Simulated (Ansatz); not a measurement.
Ansatz (a first-principles code) input (HF/6-31G*):

Ansatz 0.2 input:
```yaml
crystal:
  periodic: [false, false, false]
  atoms:
    - {symbol: Si, position_ang: [-0.00000000, -0.00000000, -1.08463825]}
    - {symbol: S, position_ang: [0.00000000, 0.00000000, 0.94905847]}
basis:
  gaussian:
    orbitals: 6-31G*
hamiltonian:
  xc: {name: HF}
total_charge: -1
magnetization: {spin_polarized: true, initial_magnetization: 1}
phonons: {temperatures: {t_min: 298.15, t_max: 298.15, t_step: 100}}
```

Task: Which harmonic wavenumbers does it give?

Result: 649 cm⁻¹ (unscaled; negative means imaginary).
